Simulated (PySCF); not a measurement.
# Mn (manganese, neutral) across methods

[Ar] 3d7, high-spin 4F determinant (an excited configuration). All numbers are calculated (PySCF 2.14, no relativity, point nucleus, in aug-cc-pVDZ (7s6p4d2f, 59 functions)). The B2PLYP total includes its PT2 part (frozen core); its orbital energies are those of the SCF part.

```
   method  E (hartree)  mean ε 3p β (eV)  mean ε 3d α (eV)  mean ε 3d β (eV)  Σ⟨r²⟩ (bohr²)   ⟨S²⟩
     PBE0    -1150.592           -48.558            -3.899            -1.490          36.40  3.837
   r2SCAN    -1150.786           -46.668            -2.669            -0.700          38.21  3.851
      LDA    -1148.460           -45.866            -2.670            -0.791          37.58  3.809
  wB97M-V    -1150.744           -51.024            -6.051            -3.784          35.13  3.803
   revPBE    -1150.730           -45.839            -2.514            -0.790          38.75  3.828
      PBE    -1150.588           -45.844            -2.520            -0.799          38.25  3.816
CAM-B3LYP    -1150.871           -49.733            -5.053            -2.852          35.03  3.801
   B2PLYP    -1150.538           -51.470            -5.588            -2.174          35.78  3.885
      UHF  -1149.54983           -57.507           -11.127            -2.823          42.68  4.274
```

⟨S²⟩ = 3.84 against 3.75 shows spin contamination.
